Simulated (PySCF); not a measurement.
# Two-component Hartree-Fock for Hg⁵⁰⁺ (mercury, charge +50)

Start: [Ar] 3d10 4s2. Calculated with PySCF 2.14 in an even-tempered Gaussian basis (18 s from 3.2 bohr⁻², ratio 2.6; 15 p from 4.1 bohr⁻², ratio 2.6; 10 d from 4.1 bohr⁻², ratio 2.6; 6 f from 4.2 bohr⁻², ratio 2.8): generalised Hartree-Fock with the X2C-1e Hamiltonian and a Gaussian nucleus; spin-orbit coupling (SO) screened by Boettger's factors.

```json
{"spinor shell": "1s1/2", "electrons": "2", "ε, screened SO (eV)": "-86275.3", "weight of nominal j (screened SO)": "1.000", "rms radius, screened SO (bohr)": "0.0187"}
{"spinor shell": "2s1/2", "electrons": "2", "ε, screened SO (eV)": "-17639.9", "weight of nominal j (screened SO)": "1.000", "rms radius, screened SO (bohr)": "0.0754"}
{"spinor shell": "2p1/2", "electrons": "2", "ε, screened SO (eV)": "-17019.1", "weight of nominal j (screened SO)": "1.000", "rms radius, screened SO (bohr)": "0.0638"}
{"spinor shell": "2p3/2", "electrons": "4", "ε, screened SO (eV)": "-15057.7", "weight of nominal j (screened SO)": "1.000", "rms radius, screened SO (bohr)": "0.0718"}
{"spinor shell": "3s1/2", "electrons": "2", "ε, screened SO (eV)": "-6160.2", "weight of nominal j (screened SO)": "1.000", "rms radius, screened SO (bohr)": "0.189"}
{"spinor shell": "3p1/2", "electrons": "2", "ε, screened SO (eV)": "-5885.9", "weight of nominal j (screened SO)": "1.000", "rms radius, screened SO (bohr)": "0.181"}
{"spinor shell": "3d3/2", "electrons": "4", "ε, screened SO (eV)": "-4995.6", "weight of nominal j (screened SO)": "1.000", "rms radius, screened SO (bohr)": "0.170"}
{"spinor shell": "3d5/2", "electrons": "6", "ε, screened SO (eV)": "-4896.5", "weight of nominal j (screened SO)": "1.000", "rms radius, screened SO (bohr)": "0.174"}
{"spinor shell": "4s1/2", "electrons": "2", "ε, screened SO (eV)": "-2979.0", "weight of nominal j (screened SO)": "1.000", "rms radius, screened SO (bohr)": "0.378"}
```

Problem. Where does 3p3/2 lie, and what is the 3p spin-orbit splitting (screened SO)?

Solution. At -5425.5 eV, 460.39 eV above 3p1/2.

```csv
quantity,screened SO
E (hartree),-17787.48434
M_J,0
⟨J²⟩,0.000
⟨L²⟩,0.088
⟨S²⟩,0.088
```

Breit and QED terms are absent; they matter most for the inner s and p1/2 levels.

Densities and radii are taken from the X2C orbitals without a picture-change correction, which distorts them close to the nucleus.
